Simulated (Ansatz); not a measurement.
A structure relaxed at PBE-D4/def2-SVP in Ansatz, charge 0, doublet:

```csv
atom,x (Å),y (Å),z (Å)
Co1,0.517,1.449,-1.076
Si2,-0.829,0.705,0.533
Si3,0.844,-0.648,-0.570
Si4,-0.532,-1.506,1.112
```

Question: Give its formula.

Answer: the cluster CoSi₃.

Question: Summarise the bond lengths by kind (pairs closer than 1.2 times the sum of covalent radii, bridged metal pairs left out).

Answer: 3 × Si–Si 2.30 to 2.42 Å; 2 × Co–Si 2.18 to 2.23 Å. The metal has 2 neighbours: Si 2.23 Å, Si 2.18 Å.

The charge 0 doublet is spin-contaminated (final ⟨S²⟩ up to 1.76, 0.75 for a pure state). No other spin state of charge 0 was run. Another isomer (doublet) lies 0.02 eV lower at PBE0-D4/def2-TZVP; other spin states weren't run for this one.
